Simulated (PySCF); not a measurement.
C₅H₅OP.
Atom-mapped SMILES: `[CH2:1]=[CH:2][c:3]1[cH:4][p:5][cH:6][o:7]1`

Geometry (GFN2-xTB, Å), atoms numbered from 1 in this order:
```
atom  x, y, z in Å
C1    -1.9108   -1.0031    0.5067
C2    -1.2465    0.1478    0.4882
C3     0.1111    0.2961    0.0146
C4     0.8469    1.4516   -0.0263
P5     2.4563    1.1699   -0.6778
C6     2.0026   -0.4721   -0.8383
O7     0.7665   -0.7827   -0.4434
H8    -1.4602   -1.9167    0.1584
H9    -2.9213   -1.0639    0.8697
H10   -1.7018    1.0633    0.8383
H11    0.4747    2.4042    0.3019
H12    2.5837   -1.2951   -1.2179
```

Definitions: NICS(0) = −σiso at the ring centroid; NICS(1) = −σiso and NICS(1)zz = −σzz at ±1 Å along the ring normal z. Level: GIAO PBE0/pcSseg-1 (PySCF, non-relativistic, gas phase) on the GFN2-xTB geometry, one conformer.

Ring bond lengths (Å), with Mayer bond orders in brackets: C3–C4 1.371 (1.48), C4–P5 1.759 (1.17), P5–C6 1.711 (1.54), C6–O7 1.334 (1.10), O7–C3 1.343 (1.05).

Question: What do the NICS probes read (ppm)?

Answer: 
| ring | type | NICS(0) | NICS(1), two faces | NICS(1)zz, two faces | rms pucker (Å) | centre to ring atoms, mean (Å) |
| --- | --- | --- | --- | --- | --- | --- |
| C3–C4–P5–C6–O7 | 5-membered ring with O and P; formal bonds all aromatic | -10.7 | -10.6 / -10.6 | -24.8 / -24.8 | 0.00 | 1.27 |

Question: What do they say, and how far can they be read as aromaticity?

Answer: 
- C3–C4–P5–C6–O7: mean NICS(1)zz -24.8 ppm, shielded.

Question: How equal are the bonds by HOMA? HOMA takes Krygowski's 1993 parameters.

Answer: 
- C3–C4–P5–C6–O7: HOMA 0.55; the largest term is that of O7–C3, α(R − Ropt)² = 0.95.

Question: At the first NICS(1) probe listed for ring C3–C4–P5–C6–O7, 1 Å off the ring, what do the in-plane components average?

Answer: The isotropic value is a third of the trace: (3 × -10.6 − (-24.8))/2 = -3.5 ppm.

Question: What are the shieldings of the ring atoms and their hydrogens in the same run (means over atoms taken as equivalent)?

Answer: 
| atoms | environment | σ isotropic (ppm) | principal values of the symmetric part, first atom (ppm) |
| --- | --- | --- | --- |
| C3 | substituted aromatic carbon | 19.7 | -62.7, 28.0, 93.8 |
| C4 | aromatic CH carbon | 54.2 | -47.4, 55.0, 155.0 |
| P5 | phosphorus bonded to 2 C | 182.8 | -37.7, 118.8, 467.4 |
| C6 | aromatic CH next to a ring oxygen | -2.0 | -150.7, 44.4, 100.2 |
| O7 | furan-type oxygen | -6.5 | -222.5, -52.2, 255.2 |
| H11 | aromatic hydrogen | 24.57 | 22.7, 23.5, 27.6 |
| H12 | aromatic hydrogen | 22.81 | 20.5, 21.6, 26.3 |
